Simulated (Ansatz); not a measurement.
Cost and result up the ladder for Mo₂O₆ (8 atoms). Charge 0, multiplicity 1. Geometry: r2SCAN-D4/def2-SVP.

```xyz
8

Mo   -1.075    0.221    0.232
Mo    1.299    0.071   -1.105
O    -1.097    1.754    0.897
O    -2.027   -1.084    1.242
O    -0.611   -1.216    1.384
O     2.133    1.433   -0.543
O     1.939   -1.387   -0.533
O    -0.561    0.209   -1.575
```

Ansatz on 4 threads of Arm Neoverse V1 on a shared host. Times are rough, and most runs start from the orbitals of an earlier one. No level here is sound enough to serve as a yardstick. Binding counts from free atoms at the same level (Mo septet, O triplet; other spins of the atoms weren't run), without zero-point energy or a counterpoise term.

In the def2 sets Mo takes a core potential; there is no spin–orbit coupling. The structure holds 1 bond(s) between oxygen atoms. No other spin state of charge 0 was run. Another isomer (singlet) lies 4.58 eV lower at PBE0-D4/def2-TZVP; other spin states weren't run for this one.

Run but left out: CCSD(T)/def2-SVP (restricted singlet, unstable towards broken spin symmetry).

```
                         level  functions  binding energy per atom (eV)                        remarks
          r2SCAN0-D4/def2-TZVP        266                          3.98  restricted SCF unstable in HF
PBE-D4/def2-TZVP (with forces)        266                          5.06  restricted SCF unstable in HF
             PBE0-D4/def2-TZVP        266                          4.34  restricted SCF unstable in HF
           r2SCAN-D4/def2-TZVP        266                          4.59  restricted SCF unstable in HF
             ωB97X-V/def2-TZVP        266                          4.51  restricted SCF unstable in HF
```

**Question.** Estimate how long each takes.

**Answer.** PBE-D4/def2-TZVP (with forces) 7 s; r2SCAN-D4/def2-TZVP 11 s; PBE0-D4/def2-TZVP 13 s; r2SCAN0-D4/def2-TZVP 15 s; ωB97X-V/def2-TZVP 23 s. On shared hardware such times vary by a factor of up to 3.
